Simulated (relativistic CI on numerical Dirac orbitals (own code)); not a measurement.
Radial Dirac CI calculation of Pb¹³⁺.

Command:

```sh
python run_levels.py task.json out
```

Input:

```
atom Pb  Z=82  charge=13  electrons=69
nucleus A=208  rms_radius_fm=5.5012
hamiltonian dirac-coulomb  breit=on  qed=on  c_scale=1
orbitals kli  potential=per-configuration
slater_scale 1.2
correlation none
mixing on
grid step=0.0125 r_max=14.4
scf mixing=0.4 start=green max_iterations=150 tolerance=2e-08 node_fill=0.05
configurations
  [Xe] 4f14 5d
  [Xe] 4f14 5f
end
```

Output:

```
SCF 1: [Xe] 4f14 5d
 iter      energy (Ha)   residual   last orbital (Ha)
    1    -20641.644331   6.13e+00    -18.29380
    2    -20828.489503   2.53e+00    -12.45122
    3    -20861.112657   4.30e-01     -9.18659
    4    -20862.715650   4.02e-01     -9.30568
    5    -20863.394345   4.18e-02     -8.88916
    6    -20863.395283   6.13e-03     -8.86843
    7    -20863.396665   2.07e-03     -8.86345
    8    -20863.396992   7.27e-05     -8.86468
    9    -20863.397032   1.29e-04     -8.86475
   10    -20863.397012   3.48e-07     -8.86465
   11    -20863.397012   6.45e-07     -8.86466
   12    -20863.397012   1.03e-09     -8.86465
SCF 2: [Xe] 4f14 5f
 iter      energy (Ha)   residual   last orbital (Ha)
    1    -20638.079068   6.15e+00    -14.00184
    2    -20825.656165   2.54e+00     -8.72797
    3    -20858.240641   4.29e-01     -6.19626
    4    -20859.822431   3.94e-01     -6.29270
    5    -20860.464740   3.59e-02     -6.00181
    6    -20860.464076   8.07e-03     -5.98705
    7    -20860.466038   2.18e-03     -5.98367
    8    -20860.466376   4.25e-05     -5.98452
    9    -20860.466408   1.65e-04     -5.98453
   10    -20860.466386   1.58e-07     -5.98445
   11    -20860.466386   9.14e-07     -5.98445
   12    -20860.466386   3.75e-09     -5.98445
orbital energies (Ha): 4d5/2 -23.7518  4f5/2 -14.2757  4f7/2 -14.0872  5s -14.0654  5p1/2 -12.4465  5p3/2 -11.4783  5d3/2 -9.0215  5d5/2 -8.8647
configuration averages (Ha): Dirac-Coulomb, Breit, QED
  5d                          -20863.397012   24.725328   17.042952
  5f                          -20860.466386   24.721131   17.043237
levels: no., configuration, term, J, E (cm-1), weight
   1 5d                     2D   3/2              0.0  1.00
   2 5d                     2D   5/2          32521.6  1.00
   3 5f                     2F*  5/2         659383.7  1.00
   4 5f                     2F*  7/2         663701.1  1.00
lowest total energy -20821.717640 Ha
end: converged
```

Against the reference input this run has: Slater scale 1.2. The reference run ends at -20821.717640 Ha with Breit and QED terms. The change (Slater scale 1.2) leaves the energy and the levels as they were.

Levels that differ in their count of f electrons can be misplaced by tens of thousands of cm⁻¹.

Run time about 0.31 s of CPU on one thread of Intel Xeon Platinum 8375C (shared host).
